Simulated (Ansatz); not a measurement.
H5N2O2Ta, SMILES `[NH]=[Ta]([NH2])([OH])[OH]` from Hartree–Fock to CCSD(T)

```xyz
10

N     0.844    0.790    1.268
Ta    0.131    0.116   -0.204
N    -1.263   -1.140    0.447
O     1.427   -0.819   -1.266
O    -0.657    1.473   -1.307
H     1.296    1.215    2.059
H    -1.855   -1.689   -0.160
H    -1.483   -1.323    1.412
H     2.343   -1.031   -1.095
H    -0.784    2.409   -1.156
```

The species carries charge 0 and has multiplicity 1. Correlated methods include outer-core shells of Ta, which these sets cover unevenly. Ta: def2 effective core potential. The geometry is a stationary point of PBE0-D4/def2-TZVP. It is one conformer, not always the lowest. Frozen core, restricted reference, the Gaussian-basis code of Ansatz.

```tsv
basis	HF (Eh)	MP2 corr.	CCSD corr.	(T)	CCSD(T) total
def2-SVP	-317.87903	-1.02180	-1.02074	-0.03748	-318.93725
def2-TZVPP	-318.23468	-1.32653	-1.31167	-0.06123	-319.60758
def2-QZVPP	-318.24808	-1.44733	–	–	–
```
